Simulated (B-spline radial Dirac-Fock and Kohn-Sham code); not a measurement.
Photoionisation of thulium ions at Cr Kα (5414.7 eV)

Model: the independent-particle Dirac-Slater model, thresholds from Dirac-Fock. Program: a B-spline atomic structure program. Cross sections in kb; a dash marks an empty subshell or a threshold above the photon energy.

```tsv
ion	configuration	total	3s	4d3/2	4f5/2	4f7/2	5p1/2
Tm	[Xe] 4f13 6s2	103.7	9.76	2.81	0.220	0.272	0.379
Tm²⁺	[Xe] 4f13	103.7	9.76	2.81	0.221	0.272	0.383
Tm⁴⁺	[Xe] 4f11	104.1	9.76	2.85	0.209	0.260	0.453
```

Values without a named source are computed, but for edge energies of neutral atoms, which are taken from tables.
